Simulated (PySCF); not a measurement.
4-thiophen-2-ylbenzaldehyde (C11H8OS), SMILES O=Cc1ccc(-c2cccs2)cc1. Atoms are numbered in the order given.

```xyz
21

O      4.9000     0.6142     0.4558
C      4.1901     0.1495    -0.4077
C      2.7159     0.0645    -0.3325
C      1.9793    -0.4928    -1.3881
C      0.5930    -0.5741    -1.3204
C     -0.1037    -0.0989    -0.1895
C     -1.5636    -0.1867    -0.1221
C     -2.4433    -0.7074    -1.0545
C     -3.8066    -0.6288    -0.6567
C     -3.9628    -0.0481     0.5784
S     -2.4480     0.4082     1.2667
C      0.6498     0.4603     0.8675
C      2.0329     0.5413     0.7988
H      4.6283    -0.2612    -1.3555
H      2.5040    -0.8662    -2.2724
H      0.0425    -1.0108    -2.1542
H     -2.1222    -1.1374    -2.0029
H     -4.6395    -0.9884    -1.2619
H     -4.8865     0.1376     1.1240
H      0.1370     0.8359     1.7559
H      2.6166     0.9732     1.6143
```

Geometry optimised at B3LYP-D3(BJ)/def2-SVP. One conformer was computed; it need not be the lowest.

Calculation: PBE/pcSseg-1 (PySCF).

GIAO shieldings, no solvent; atoms listed in one row are averaged. δ = σ(ref) − σ: ¹⁷O against H2O (σ = 334.3 ppm); ¹³C against TMS (σ = 182.0 ppm); ³³S against H2S (σ = 706.5 ppm); ¹H against TMS (σ = 31.49 ppm), references at their B3LYP-D3(BJ)/def2-TZVP geometries, non-relativistic.

Computed chemical shifts:
| nucleus | atoms | count | δ (ppm) |
|---|---|---|---|
| ¹⁷O | O1 | 1 | 660.7 |
| ¹³C | C2 | 1 | 192.4 |
| ¹³C | C7 | 1 | 153.1 |
| ¹³C | C6 | 1 | 143.1 |
| ¹³C | C4 | 1 | 139.3 |
| ¹³C | C3 | 1 | 139.0 |
| ¹³C | C10 | 1 | 135.3 |
| ¹³C | C9 | 1 | 134.1 |
| ¹³C | C13 | 1 | 133.6 |
| ¹³C | C12 | 1 | 131.0 |
| ¹³C | C8 | 1 | 128.8 |
| ¹³C | C5 | 1 | 128.0 |
| ³³S | S11 | 1 | 457.0 |
| ¹H | H14 | 1 | 10.30 |
| ¹H | H21 | 1 | 8.34 |
| ¹H | H16 | 1 | 8.16 |
| ¹H | H20 | 1 | 8.05 |
| ¹H | H17 | 1 | 7.92 |
| ¹H | H15 | 1 | 7.74 |
| ¹H | H19 | 1 | 7.44 |
| ¹H | H18 | 1 | 7.42 |
